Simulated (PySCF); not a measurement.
# Correlation energy of Br⁻ (bromine, charge -1)

[Kr], closed-shell 1S. All numbers are calculated (PySCF 2.14, scalar relativity through the core potential, in aug-cc-pVQZ-PP with ECP10MDF). Frozen: 3s2 3p6 3d10; 8 electrons correlated.

| level | correlation energy (mhartree) |
| --- | --- |
| CCSD | -206.87 |
| (T) | -8.99 |
| CCSD(T) | -215.86 |

Diagnostics: T1 = 0.0042, D1 = 0.0084, largest double amplitude 0.032.

Q: Is a single reference adequate?

A: Yes, within this model without spin-orbit coupling: T1 lies below 0.03 and no double amplitude reaches 0.07.
